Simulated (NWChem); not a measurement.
**A calculation on H$_{5}$BN$_{2}$**

SMILES: NBN
```xyz
8

B      0.0000     0.0000     0.4932
H      0.0000     0.0000     1.7068
N      1.2431     0.0000    -0.1759
H      2.1178     0.0000     0.3260
H      1.3522     0.0000    -1.1808
N     -1.2431     0.0000    -0.1759
H     -1.3522     0.0000    -1.1808
H     -2.1178     0.0000     0.3260
```
Charge 0, spin multiplicity 1.

All runs are NWChem calculations. The geometry was optimised at PBE0/def2-SVP, a minimum by its harmonic frequencies. It is one conformer; others weren't searched.

Symmetry labels belong to the abelian group C2v used in the runs, with the axes of the coordinates shown.

The structure started from a generated list of species.

Task: List the lowest 4 singlet excitations that CIS/def2-SVP gives, with oscillator strengths.

Result: 
```tsv
state	symmetry	energy (eV)	wavelength (nm)	f
1	a2	8.19	151	0.000
2	b2	8.75	142	0.040
3	a2	9.34	133	0.000
4	b1	9.81	126	0.343
```
